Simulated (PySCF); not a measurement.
Sb(Me)3 (C3H9Sb), SMILES [CH3][Sb]([CH3])[CH3].

Coordinates come from a PBE0-D3(BJ)/def2-SVP optimisation. The isomer is the one that the SMILES or the coordinates give; other isomers of the formula were not compared. The def2 effective core potentials stand for the cores of Sb; spin–orbit coupling is left out.

Calculation: PySCF with C-PCM-B3LYP/def2-SVP.

The values are the electrostatic part of the solvation free energy, E(continuum) − E(gas) at the gas-phase geometry, in a cavity of scaled van der Waals radii (PySCF's table); cavitation and dispersion terms are not included. A continuum can't describe solvent molecules that bind to the metal. In vacuum the orbital gap is 6.58 eV. The dipole moment in vacuum is 0.52 D.

Question: Estimate the values in water (ε = 78.36), chloroform (ε = 4.71), diethylether (ε = 4.24). (Estimate from the structure and the level; the computed values follow.)

Answer: 
```tsv
solvent	ε	ΔG(elec) (kcal/mol)	dipole (D)	gap (eV)
water	78.36	-1.3	0.76	6.65
chloroform	4.71	-1.0	0.69	6.63
diethylether	4.24	-1.0	0.69	6.63
```
